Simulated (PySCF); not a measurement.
Electronic structure of Au⁺ (gold, charge +1) at the UHF level

Configuration: [Xe] 4f14 5d9 6s1, high-spin 3D determinant (an excited configuration). Calculation: PySCF 2.14, in aug-cc-pVTZ-PP with ECP60MDF; a scalar-relativistic core potential.

* Total energy: -134.423231 hartree
* One-electron energy: -231.1941 hartree
* Hartree (Coulomb) energy: 108.4299 hartree
* Exchange energy: -11.6590 hartree
* ⟨S²⟩: 2.0027
* ⟨L²⟩: 6.028
* Sum of ⟨r⟩: 24.94 bohr
* Sum of ⟨r²⟩: 42.46 bohr²
* Traceless quadrupole moment −½Σ⟨3z² − r²⟩ along its main axis: -0.708 e·bohr²

| shell | electrons | mean orbital energy (hartree) | spread (hartree) | rms radius, mean of both spins (bohr) |
| --- | --- | --- | --- | --- |
| 5s α | 1 | -5.13806 | 0 | 1.01 |
| 5s β | 1 | -5.06988 | 0 | 1.01 |
| 5p α | 3 | -3.19916 | 0.05936 | 1.16 |
| 5p β | 3 | -3.11531 | 0.04263 | 1.16 |
| 5d α | 5 | -0.89766 | 0.07030 | 1.64 |
| 5d β | 4 | -0.84578 | 0.05073 | 1.64 |
| 6s α | 1 | -0.62956 | 0 | 2.85 |

Energies and moments cover only the electrons outside the core potential. Spin-orbit coupling, absent here, splits the open shell strongly.
